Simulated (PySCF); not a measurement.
Isomers of C4H14O2Si3.

All values: PBE0/pcSseg-1 (PySCF) at GFN2-xTB geometries, gas phase, one conformer each.

Question: Rank by the lowest Hirshfeld charge on any atom, lowest value first.
A. `[CH3:1][Si@@:2]1([CH2:3][CH2:4][SiH3:5])[CH2:6][O:7][SiH2:8][O:9]1` with C1–Si2–C3–C4 53°, Si2–C3–C4–Si5 179°
B. `[CH3:1][CH2:2][C:3](=[O:4])[O:5][Si@H:6]([SiH3:7])[CH2:8][SiH3:9]` with C1–C2–C3–O4 2°, C2–C3–O5–Si6 -179°, C3–O5–Si6–Si7 -4°, O5–Si6–C8–Si9 -167°
C. `[CH3:1][CH2:2][O:3][Si@H:4]([CH:5]=[O:6])[CH:7]([SiH3:8])[SiH3:9]` with C1–C2–O3–Si4 -149°, C2–O3–Si4–C5 178°, O3–Si4–C5–O6 178°, O3–Si4–C7–Si8 56°
D. `[CH2:1]=[C:2]([CH3:3])[SiH2:4][Si@H:5]([O:6][CH3:7])[O:8][SiH3:9]` with C1–C2–Si4–Si5 -116°, C2–Si4–Si5–O6 -93°, Si4–Si5–O6–C7 -162°, Si4–Si5–O8–Si9 72°
E. `[CH3:1][CH:2]([CH3:3])[Si@@H:4]([SiH3:5])[O:6][C:7](=[O:8])[SiH3:9]` with C1–C2–Si4–Si5 65°, C2–Si4–O6–C7 -137°, Si4–O6–C7–O8 1°

Answer: A (-0.323 e), D (-0.305 e), C (-0.279 e), B (-0.248 e), E (-0.211 e).

Question: Rank by the lowest IAO charge on any atom, lowest value first.
A. `[CH3:1][CH:2]([CH3:3])[Si@@H:4]([SiH3:5])[O:6][C:7](=[O:8])[SiH3:9]` with C1–C2–Si4–Si5 65°, C2–Si4–O6–C7 -137°, Si4–O6–C7–O8 1°
B. `[CH3:1][CH2:2][O:3][Si@H:4]([CH:5]=[O:6])[CH:7]([SiH3:8])[SiH3:9]` with C1–C2–O3–Si4 -149°, C2–O3–Si4–C5 178°, O3–Si4–C5–O6 178°, O3–Si4–C7–Si8 56°
C. `[O:1]=[C:2]([OH:3])[CH2:4][CH2:5][C:6]([SiH3:7])([SiH3:8])[SiH3:9]` with O1–C2–O3–H 1°, O1–C2–C4–C5 -88°, C2–C4–C5–C6 179°
D. `[CH3:1][CH2:2][C:3](=[O:4])[O:5][Si@H:6]([SiH3:7])[CH2:8][SiH3:9]` with C1–C2–C3–O4 2°, C2–C3–O5–Si6 -179°, C3–O5–Si6–Si7 -4°, O5–Si6–C8–Si9 -167°
E. `[OH:1][CH2:2][C@@H:3]1[CH2:4][SiH2:5][O:6][Si@H:7]1[CH2:8][SiH3:9]` with H–O1–C2–C3 58°, O1–C2–C3–C4 61°, O6–Si7–C8–Si9 56°, C2–C3–C4–Si5 -155°, C3–C4–Si5–O6 23°, C4–Si5–O6–Si7 -8°, Si5–O6–Si7–C8 -125°

Answer: B (-0.948 e), E (-0.890 e), D (-0.824 e), C (-0.735 e), A (-0.558 e).

Question: Rank by dipole moment, lowest first.
A. `[CH3:1][CH2:2][O:3][Si@H:4]([CH:5]=[O:6])[CH:7]([SiH3:8])[SiH3:9]` with C1–C2–O3–Si4 -149°, C2–O3–Si4–C5 178°, O3–Si4–C5–O6 178°, O3–Si4–C7–Si8 56°
B. `[CH2:1]=[C:2]([CH3:3])[SiH2:4][Si@H:5]([O:6][CH3:7])[O:8][SiH3:9]` with C1–C2–Si4–Si5 -116°, C2–Si4–Si5–O6 -93°, Si4–Si5–O6–C7 -162°, Si4–Si5–O8–Si9 72°
C. `[CH3:1][CH:2]([CH3:3])[Si@@H:4]([SiH3:5])[O:6][C:7](=[O:8])[SiH3:9]` with C1–C2–Si4–Si5 65°, C2–Si4–O6–C7 -137°, Si4–O6–C7–O8 1°
D. `[O:1]=[C:2]([OH:3])[CH2:4][CH2:5][C:6]([SiH3:7])([SiH3:8])[SiH3:9]` with O1–C2–O3–H 1°, O1–C2–C4–C5 -88°, C2–C4–C5–C6 179°
E. `[OH:1][Si@@H:2]([O:3][SiH3:4])[C@H:5]([SiH3:6])[CH:7]1[CH2:8][CH2:9]1` with H–O1–Si2–O3 45°, O1–Si2–O3–Si4 166°, O1–Si2–C5–Si6 -173°, Si2–C5–C7–C8 167°

Answer: E (0.87 D), B (1.30 D), D (1.50 D), C (2.33 D), A (3.09 D).

All values together:

| SMILES | μ (D) | HOMO (eV) | LUMO (eV) | lowest IAO charge (e) | highest IAO charge (e) | lowest Hirshfeld charge (e) | highest Hirshfeld charge (e) |
| --- | --- | --- | --- | --- | --- | --- | --- |
| O=C(O)CCC([SiH3])([SiH3])[SiH3] | 1.50 | -8.09 | 0.01 | -0.735 (C) | +0.582 (Si) | -0.277 (O) | +0.300 (Si) |
| OC[C@@H]1C[SiH2]O[Si@H]1C[SiH3] | 1.32 | -7.85 | 0.32 | -0.890 (O) | +1.104 (Si) | -0.316 (O) | +0.412 (Si) |
| C=C(C)[SiH2][Si@H](OC)O[SiH3] | 1.30 | -7.26 | -0.34 | -0.890 (O) | +1.066 (Si) | -0.305 (O) | +0.390 (Si) |
| CCO[Si@H](C=O)C([SiH3])[SiH3] | 3.09 | -6.77 | -1.42 | -0.948 (C) | +1.088 (Si) | -0.279 (C) | +0.402 (Si) |
| OC[C@@H]1C[SiH2]O[Si@@H]1C[SiH3] | 1.48 | -7.90 | 0.34 | -0.890 (O) | +1.091 (Si) | -0.320 (O) | +0.404 (Si) |
| C[Si@@]1(CC[SiH3])CO[SiH2]O1 | 1.42 | -7.66 | 0.41 | -0.887 (O) | +1.237 (Si) | -0.323 (O) | +0.459 (Si) |
| CC(C)[Si@@H]([SiH3])OC(=O)[SiH3] | 2.33 | -7.69 | -0.81 | -0.558 (O) | +0.791 (Si) | -0.211 (O) | +0.335 (Si) |
| O[Si@@H](O[SiH3])[C@H]([SiH3])C1CC1 | 0.87 | -7.51 | 0.27 | -0.890 (O) | +1.332 (Si) | -0.305 (O) | +0.457 (Si) |
| C=C(C)[Si@](O)(C[SiH3])O[SiH3] | 0.89 | -7.55 | -0.12 | -0.887 (O) | +1.427 (Si) | -0.309 (O) | +0.480 (Si) |
| CCC(=O)O[Si@H]([SiH3])C[SiH3] | 2.40 | -7.96 | -0.22 | -0.824 (C) | +0.816 (Si) | -0.248 (C) | +0.337 (Si) |

Conformers: `[O:1]=[C:2]([OH:3])[CH2:4][CH2:5][C:6]([SiH3:7])([SiH3:8])[SiH3:9]` with O1–C2–O3–H 1°, O1–C2–C4–C5 -88°, C2–C4–C5–C6 179°; `[OH:1][CH2:2][C@@H:3]1[CH2:4][SiH2:5][O:6][Si@H:7]1[CH2:8][SiH3:9]` with H–O1–C2–C3 58°, O1–C2–C3–C4 61°, O6–Si7–C8–Si9 56°, C2–C3–C4–Si5 -155°, C3–C4–Si5–O6 23°, C4–Si5–O6–Si7 -8°, Si5–O6–Si7–C8 -125°; `[CH2:1]=[C:2]([CH3:3])[SiH2:4][Si@H:5]([O:6][CH3:7])[O:8][SiH3:9]` with C1–C2–Si4–Si5 -116°, C2–Si4–Si5–O6 -93°, Si4–Si5–O6–C7 -162°, Si4–Si5–O8–Si9 72°; `[CH3:1][CH2:2][O:3][Si@H:4]([CH:5]=[O:6])[CH:7]([SiH3:8])[SiH3:9]` with C1–C2–O3–Si4 -149°, C2–O3–Si4–C5 178°, O3–Si4–C5–O6 178°, O3–Si4–C7–Si8 56°; `[OH:1][CH2:2][C@@H:3]1[CH2:4][SiH2:5][O:6][Si@@H:7]1[CH2:8][SiH3:9]` with H–O1–C2–C3 60°, O1–C2–C3–C4 57°, O6–Si7–C8–Si9 179°, C2–C3–C4–Si5 -86°, C3–C4–Si5–O6 -24°, C4–Si5–O6–Si7 1°, Si5–O6–Si7–C8 139°; `[CH3:1][Si@@:2]1([CH2:3][CH2:4][SiH3:5])[CH2:6][O:7][SiH2:8][O:9]1` with C1–Si2–C3–C4 53°, Si2–C3–C4–Si5 179°; `[CH3:1][CH:2]([CH3:3])[Si@@H:4]([SiH3:5])[O:6][C:7](=[O:8])[SiH3:9]` with C1–C2–Si4–Si5 65°, C2–Si4–O6–C7 -137°, Si4–O6–C7–O8 1°; `[OH:1][Si@@H:2]([O:3][SiH3:4])[C@H:5]([SiH3:6])[CH:7]1[CH2:8][CH2:9]1` with H–O1–Si2–O3 45°, O1–Si2–O3–Si4 166°, O1–Si2–C5–Si6 -173°, Si2–C5–C7–C8 167°; `[CH2:1]=[C:2]([CH3:3])[Si@:4]([OH:5])([CH2:6][SiH3:7])[O:8][SiH3:9]` with C1–C2–Si4–O5 30°, C2–Si4–O5–H 67°, C2–Si4–C6–Si7 -50°, C2–Si4–O8–Si9 99°; `[CH3:1][CH2:2][C:3](=[O:4])[O:5][Si@H:6]([SiH3:7])[CH2:8][SiH3:9]` with C1–C2–C3–O4 2°, C2–C3–O5–Si6 -179°, C3–O5–Si6–Si7 -4°, O5–Si6–C8–Si9 -167°.
